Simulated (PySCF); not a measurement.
Gas-phase reaction: InCl + 4 HI = InI3 + ICl + 2 H2

Energies from PySCF (xtb for GFN2), thermal terms from the rigid-rotor harmonic-oscillator model, ideal gas at 1 bar. † marks an energy on the PBE0/def2-TZVP geometry and frequencies; other levels use their own. MP2 and CCSD(T) freeze the core. All species are closed-shell singlets. I, In: scalar-relativistic def2 core potential, no spin-orbit coupling. MP2 isn't extrapolated to the basis-set limit; its ΔH°(298 K) is -111.9 kJ in def2-SVP and -115.0 kJ in def2-TZVPP. CCSD(T) isn't extrapolated to the basis-set limit; its ΔH°(298 K) is -77.7 kJ in def2-SVP and -87.8 kJ in def2-TZVPP. The harmonic model lacks anharmonicity and excited electronic states, which grow with temperature; levels with a mode under 35 cm⁻¹ are left out. Soft modes under 120 cm⁻¹ make the harmonic entropy rough for InI3.

```
level               ΔE electronic, kJ  ΔH°(298 K), kJ  ΔS°(298 K), J/K  ΔG°(1000 K), kJ
------------------  -----------------  --------------  ---------------  ---------------
CCSD(T)/def2-SVP†                 -83             -78             -167               79
GFN2-xTB                          -24             -28             -164              126
M06-2X/def2-TZVP†                -155            -150             -167                7
MP2/def2-TZVPP†                  -120            -115             -167               41
PBE0/def2-QZVP†                  -110            -105             -167               52
r2SCAN/def2-TZVP†                -126            -121             -167               35
LDA/def2-TZVP†                   -115            -110             -167               47
ωB97X-V/def2-TZVP†               -120            -115             -167               42
```
ΔH° is lowest at M06-2X/def2-TZVP† and highest at GFN2-xTB. No reference value is set beside these.
